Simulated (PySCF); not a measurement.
**Substituent effects on chemical shifts**

Parent skeleton `[OH:1][SiH:2]([OH:3])[CH:4]1[CH2:5][SiH2:6]1`; one hydrogen on atom 6 is replaced by X. Hydrogens on one atom are averaged.

No relativistic terms, one computed conformer, gas phase. Geometry from GFN2-xTB; shieldings: GIAO PBE0/pcSseg-1; PySCF.

Referencing at the same level of theory: H2O for 17O (σ = 336.08 ppm); TMS for 29Si (σ = 349.16 ppm), 13C (σ = 186.93 ppm), 1H (σ = 31.72 ppm).

Question: Order these by the shift of Si2, most shielded first.
A. X = CONH2
B. X = CH3
C. X = CF3

Answer: C (-29.8 ppm), A (-21.7 ppm), B (-18.7 ppm).

Question: Order these by the shift of H(Si2), most shielded first.
A. X = CHO
B. X = CF3
C. X = CH3
D. X = cPr

Answer: C (4.69 ppm), A (5.01 ppm), B (5.18 ppm), D (5.45 ppm).

Question: Order these by the shift of H(C5), most shielded first.
A. X = CF3
B. X = CHO
C. X = CONH2
D. X = isopropenyl
E. X = CH3

Answer: E (0.25 ppm), C (0.47 ppm), D (0.76 ppm), A (1.20 ppm), B (1.35 ppm).

Experimental scales use liquid or dissolved standards, which lie at an offset from isolated H2O (liquid H2O: subtract about 36 ppm).
